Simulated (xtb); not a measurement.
Br2Si (SMILES Br[Si]Br), singlet, from a rough starting geometry; GFN2-xTB (xtb).

Input for xtb:
```
$ xtb mol.xyz --gfn 2 --opt vtight --json

# file mol.xyz
3

Si    -0.05689870     0.00959607     0.95100312
Br     0.91036693    -1.42533671    -0.44984213
Br    -0.98021632     1.47048533    -0.48054790
```

Output, abridged:

```
   ID    Z sym.   atoms
    1   14 Si     1
    2   35 Br     2, 3

           -------------------------------------------------
          |                Calculation Setup                |
           -------------------------------------------------

           -------------------------------------------------
          |                 G F N 2 - x T B                 |
           -------------------------------------------------

          ...................................................
          :                      SETUP                      :
          :.................................................:
          :  # basis functions                  30          :
          :  # atomic orbitals                  27          :
          :  # shells                            9          :
          :  # electrons                        18          :
          :  max. iterations                   250          :
          :  Hamiltonian                  GFN2-xTB          :
          :  restarted?                      false          :
          :  GBSA solvation                  false          :
          :  PC potential                    false          :
          :  electronic temp.          300.0000000     K    :
          :  accuracy                    1.0000000          :
          :  -> integral cutoff          0.2500000E+02      :
          :  -> integral neglect         0.1000000E-07      :
          :  -> SCF convergence          0.1000000E-05 Eh   :
          :  -> wf. convergence          0.1000000E-03 e    :
          :  Broyden damping             0.4000000          :
          :  net charge                          0          :
          :  unpaired electrons                  0          :
          ...................................................

 iter      E             dE          RMSdq      gap      omega  full diag
   1     -9.8963562 -0.989636E+01  0.119E+01    2.87       0.0  T
   2     -9.9375426 -0.411864E-01  0.103E+01    2.14       1.0  T
   3     -9.9500958 -0.125532E-01  0.650E+00    2.50       1.0  T
   4     -9.9264312  0.236645E-01  0.411E+00    2.03       1.0  T
   5     -9.9505810 -0.241498E-01  0.149E+00    2.58       1.0  T
   6     -9.9526503 -0.206932E-02  0.917E-01    2.57       1.0  T
   7     -9.9542605 -0.161011E-02  0.358E-01    2.51       1.0  T
   8     -9.9544523 -0.191886E-03  0.888E-02    2.48       1.0  T
   9     -9.9544258  0.265352E-04  0.131E-01    2.47       1.0  T
[...]
         :: total energy              -9.941347163148 Eh    ::
 * total energy  :    -9.9413472 Eh     change       -0.2824940E-10 Eh
 * total energy  :    -9.9415395 Eh     change       -0.1923712E-03 Eh
 * total energy  :    -9.9416214 Eh     change       -0.8183718E-04 Eh
 * total energy  :    -9.9415108 Eh     change        0.1105438E-03 Eh
 * total energy  :    -9.9416363 Eh     change       -0.1254489E-03 Eh
 * total energy  :    -9.9416473 Eh     change       -0.1099955E-04 Eh
 * total energy  :    -9.9416499 Eh     change       -0.2653484E-05 Eh
 * total energy  :    -9.9416499 Eh     change       -0.7594483E-08 Eh
   *** GEOMETRY OPTIMIZATION CONVERGED AFTER 8 ITERATIONS ***
         :: total energy              -9.941649937383 Eh    ::
[...]
        17                          0.0003719               0.0101
        18                          0.0301482               0.8204
        19                          0.0321840               0.8758
        20                          0.0329904               0.8977
       ...                                ...                  ...
        27                          0.8589322              23.3727
      -------------------------------------------------------------
                  HL-Gap            0.0901833 Eh            2.4540 eV
             Fermi-level           -0.3517271 Eh           -9.5710 eV

     #   Z          covCN         q      C6AA      α(0)
     1  14 Si       1.651     0.488   181.237    28.629
     2  35 Br       0.891    -0.244   191.747    22.326
     3  35 Br       0.891    -0.244   191.742    22.326

 Mol. C6AA /au·bohr⁶  :       1667.376555
 Mol. C8AA /au·bohr⁸  :     109822.107762
 Mol. α(0) /au        :         73.281305

Wiberg/Mayer (AO) data.
largest (>0.10) Wiberg bond orders for each atom

 ---------------------------------------------------------------------------
     #   Z sym  total        # sym  WBO       # sym  WBO       # sym  WBO
 ---------------------------------------------------------------------------
     1  14 Si   2.610 --     3 Br   1.305     2 Br   1.305
     2  35 Br   1.347 --     1 Si   1.305
     3  35 Br   1.348 --     1 Si   1.305
 ---------------------------------------------------------------------------

Topologies differ in total number of bonds
Writing topology from bond orders to xtbtopo.mol

molecular dipole:
                 x           y           z       tot (Debye)
 q only:       -0.026      -0.004       1.337
   full:       -0.027      -0.005       1.381       3.510
molecular quadrupole (traceless):
                xx          xy          yy          xz          yz          zz
 q only:       -0.351       3.604      -3.526      -0.227       0.110       3.877
  q+dip:        1.088       7.758      -5.737      -0.205       0.182       4.649
   full:        2.463       8.409      -4.933      -0.135       0.206       2.470

optimized geometry written to: xtbopt.xyz

           -------------------------------------------------
          | TOTAL ENERGY               -9.941649937383 Eh   |
          | GRADIENT NORM               0.000065024727 Eh/α |
          | HOMO-LUMO GAP               2.454012782412 eV   |
           -------------------------------------------------

normal termination of xtb
```
